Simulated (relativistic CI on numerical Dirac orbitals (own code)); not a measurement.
## V: what numerical and physical settings do to a radial Dirac CI calculation

Reference input:

```
atom V  Z=23  charge=0  electrons=23
nucleus A=51  rms_radius_fm=3.6002
hamiltonian dirac-coulomb  breit=on  qed=on  c_scale=1
orbitals kli  potential=per-configuration
slater_scale 1
correlation none
mixing on
grid step=0.0125 r_max=149
scf mixing=0.4 start=green max_iterations=150 tolerance=2e-08 node_fill=0.05
configurations
  [Ar] 3d3 4s2
  [Ar] 3d4 4s
  [Ar] 3d3 4s 4p
end
```

Computed lowest total energy -947.73745 Ha, first excitation 131.7 cm⁻¹, 33 SCF steps. Runs with settings changed; * marks those that are bad on purpose (the QED terms keep the true α when c is scaled):

```
                Changed        Outcome    Lowest level   ΔE (Ha)  First excitation (cm⁻¹)  SCF steps                                                                    Message
   start potential bare      converged  3d3 4s2 4F_3/2  4.14e-10                    131.7         68                                                                           
         Breit term off      converged  3d3 4s2 4F_3/2    -0.308                    156.4         33                                                                           
          QED terms off      converged  3d3 4s2 4F_3/2    -0.205                    131.0         33                                                                           
             charge 2 *        refused                                                             0                configuration [Ar] 3d3 4s2 has 23 electrons, the ion has 21
speed of light × 0.05 *  not converged                                                             1  SCF of 1s2 2s2 2p6 3s2 3p6 3d3 4s2 stopped: an orbital could not be found
```

With so few configurations and no correlation, terms lie too far apart (by 10 to 50 % near neutrality), their order can be wrong, and levels of other configurations are missing.
